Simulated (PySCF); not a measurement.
**Dipole response of Sn (tin, neutral)**

[Kr] 4d10 5s2 5p2, high-spin 3P determinant. Calculation: PySCF 2.14, in aug-cc-pVTZ-PP with ECP28MDF; a scalar-relativistic core potential. Coupled (time-dependent) response in atomic units; α is the mean over directions.

```csv
method,mean α (bohr³),"α xx, yy, zz",C₆ (like pair),S(−4)
UHF,57.17,"46.91, 62.30, 62.30",627.1,1119
PBE,61.85,"47.77, 68.89, 68.89",669.7,1598
PBE0,58.63,"46.43, 64.74, 64.74",633.1,1323
TPSS,59.98,"46.86, 66.55, 66.55",656.8,1394
r2SCANh,57.83,"45.59, 63.95, 63.95",649.0,1155
```

S(−4) is the Cauchy moment in α(ω) = α(0) + S(−4) ω² + …

Reference α: 53 ± 6 bohr³ (recommended; Schwerdtfeger and Nagle, table of static dipole polarizabilities (2023 update)). Published C₆: 659.0 (Chu and Dalgarno (2004); Tang, Norbeck and Certain (1976)).

Spin-orbit coupling is absent.

α(iu) at UHF:

```json
{"u (hartree)": "0", "α(iu) (bohr³)": "57.17"}
{"u (hartree)": "0.0500", "α(iu) (bohr³)": "54.54"}
{"u (hartree)": "0.100", "α(iu) (bohr³)": "48.25"}
{"u (hartree)": "0.200", "α(iu) (bohr³)": "34.24"}
{"u (hartree)": "0.300", "α(iu) (bohr³)": "24.00"}
{"u (hartree)": "0.500", "α(iu) (bohr³)": "13.12"}
{"u (hartree)": "0.750", "α(iu) (bohr³)": "7.476"}
{"u (hartree)": "1.00", "α(iu) (bohr³)": "4.917"}
{"u (hartree)": "1.50", "α(iu) (bohr³)": "2.688"}
{"u (hartree)": "2.00", "α(iu) (bohr³)": "1.729"}
{"u (hartree)": "3.00", "α(iu) (bohr³)": "0.8960"}
{"u (hartree)": "5.00", "α(iu) (bohr³)": "0.3647"}
```

A single London oscillator, α(iu) = α/(1 + u²/ω²), gives C₆ = (3/4) ω α². Matching the computed C₆ needs ω = 4 × 627.1 / (3 × 57.17²) = 0.256 hartree.

The components differ because the open shell of this determinant is not spherical; for a pure term their mean is the scalar polarisability.

Energies and moments cover only the electrons outside the core potential.
